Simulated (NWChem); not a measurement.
SiH2O2Cl2; SMILES O[Si](O)(Cl)Cl

```xyz
7

O     -0.1008     1.3737    -1.2301
Si     0.0000     0.0000    -0.3394
O      0.1008    -1.3737    -1.2301
Cl    -1.6837    -0.0177     0.8174
Cl     1.6837     0.0177     0.8174
H      0.7013     1.6608    -1.6787
H     -0.7013    -1.6608    -1.6787
```
Atoms are numbered in this order, from 1.

Results from NWChem. All runs use the structure optimised with PBE0/def2-SVP. Total energies compare along this basis series because the functional is fixed.

```
level             basis functions  energy (Ha)  highest occupied level (eV)  orbital gap (eV)  dipole (D)
----------------  ---------------  -----------  ---------------------------  ----------------  ----------
TPSS/pcseg-1                   92   -1361.7350                        -7.98              7.30        2.27
TPSS/aug-pcseg-1              145   -1361.7571                        -7.93              6.72        1.92
TPSS/pcseg-2                  190   -1361.9560                        -7.92              7.08        2.03
TPSS/STO-3G                    39   -1346.2536                        -4.10              6.37        3.56
TPSS/def2-SVP                  92   -1361.3138                        -7.58              7.46        2.19
```
